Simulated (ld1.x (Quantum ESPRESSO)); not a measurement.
**Ni (Z = 28), TM semilocal: configuration errors across variants**

- Element: nickel
- Generator: ld1.x (Quantum ESPRESSO) 7.5
- Type: norm-conserving Troullier–Martins (semilocal form)
- Functional: PBEsol
- Relativity: scalar-relativistic
- Frozen core: [Ar]
- Valence charge: 10
- Reference configuration: 3d8 4s2 4p0
- Partial waves: 4p (bound, empty): rc 2.00 bohr; 3d (bound): rc 1.15 bohr; 4s (bound): rc 1.60 bohr
- Local potential: the s channel
- Core correction: a·sin(br)/r model core inside 0.55 bohr

All-electron excitation energies from the reference (eV): (1) 3d8 4s1 4p0 9.337; (2) 3d8 4s0 4p0 26.597; (3) 3d7 4s0 4p0 64.034; (4) 3d9 4s0 4p0 6.264; (5) 3d7 4s2 4p0 16.150; (6) 3d8 4s0 4p2 9.542; (7) 3d8 4s1 4p1 4.630.

In the semilocal form every listed channel keeps its own potential, so the choice of the local channel does not act on these tests. It acts once the file is put into the separable form.

A semilocal file is local in each channel, so a ghost entry of none says nothing of the separable form that plane-wave codes build from it.

3 further variants failed, have other tests or another functional or relativity, and are left out.

Errors AE − PS in meV (a dash: test not solved or not reliable):

| change | (1) | (2) | (3) | (4) | (5) | (6) | (7) | bound ghosts |
| --- | --- | --- | --- | --- | --- | --- | --- | --- |
| base | -5.8 | -41 | -172 | -195 | -127 | -3.2 | -1.1 | none |
| all radii but the core radius scaled by about 1.21 (s 1.94, p 2.42, d 1.40 bohr) | -7.4 | -47 | -177 | -242 | -192 | -8.4 | -2.4 | none |
| local potential the p channel | -5.8 | -41 | -172 | -195 | -127 | -3.2 | -1.1 | none |
| wave 4s (bound): rc 1.60 bohr becomes 4s (bound): rc 2.16 bohr | -8.3 | -55 | -145 | -229 | -174 | -9.4 | -2.7 | none |
| wave 3d (bound): rc 1.15 bohr becomes 3d (bound): rc 1.42 bohr | -4.6 | -34 | -216 | -201 | -135 | -1.4 | -0.7 | none |

Question: Give the same row for: core correction a·sin(br)/r model core inside 0.76 bohr.

Answer: -5.8, -41, -172, -195, -126, -3.1, -1.1; bound ghosts: none.
